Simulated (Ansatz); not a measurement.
formamidinium (CH5N2), SMILES NC=[NH2+], charge +1.

Geometry: PBE0-D3(BJ)/def2-TZVP. One conformer was computed; it need not be the lowest.

Two levels are set side by side: PBE/def2-SVPD (Ansatz, an electronic-structure program) and PBE0/def2-SVPD (Ansatz). Energy differences of separate SCF runs at the same geometry; the states with an electron removed or added have multiplicity 2 and 2. Differences are taken from unrounded values.

| quantity | PBE |
|---|---|
| vertical ionisation energy (eV) | 16.98 |
| vertical electron affinity (eV) | 3.79 |
| vertical singlet–triplet gap (eV) | 5.24 |

Question: These are the PBE values. What does PBE0 give? (An estimate is asked for; the answer gives what the named calculation found.)

Answer: 
| quantity | PBE0 | PBE minus PBE0 |
|---|---|---|
| vertical ionisation energy (eV) | 16.96 | 0.02 |
| vertical electron affinity (eV) | 3.88 | -0.09 |
| vertical singlet–triplet gap (eV) | 5.21 | 0.02 |
